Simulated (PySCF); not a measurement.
Species: CH4O2Si.
SMILES with atom numbers: `[O:1]=[CH:2][O:3][SiH3:4]` (hydrogens: H5 on C2; H6, H7, H8 on Si4)

Torsions of this conformer, `[O:1]=[CH:2][O:3][SiH3:4]`: O1–C2–O3–Si4 0°.

The closed-shell ground state was solved at several levels (PySCF, density fitting, gas phase, non-relativistic). Geometry: PBE0-D3(BJ)/def2-SVP, one conformer, isolated molecule.

| level | basis functions | HOMO (eV) | LUMO (eV) | gap (eV) | dipole (D) |
| --- | --- | --- | --- | --- | --- |
| CAM-B3LYP/pcSseg-2 | 207 | -10.12 | 0.76 | 10.88 | 1.65 |
| PBE0/def2-SVPD | 122 | -8.68 | -0.45 | 8.23 | 1.62 |

**Question.** Estimate the row for PBE0/pcSseg-1, a basis of 95 functions; the other rows only guide the guess.

**Answer.** HOMO -8.57 eV, LUMO -0.25 eV, gap 8.32 eV, dipole 1.56 D.

**Question.** Over all these levels, which gives the widest orbital gap and which the narrowest?

**Answer.** CAM-B3LYP/pcSseg-2 (range-separated hybrid) has the widest, 10.88 eV, and PBE0/def2-SVPD (global hybrid, 25 % exact exchange) the narrowest, 8.23 eV. Functional and basis both differ between the two, so the spread mixes both effects.

**Question.** How far do the dipole and the HOMO energy spread over the levels?

**Answer.** The dipole runs from 1.56 to 1.65 D (mean 1.61 D) and the HOMO from -10.12 to -8.57 eV.
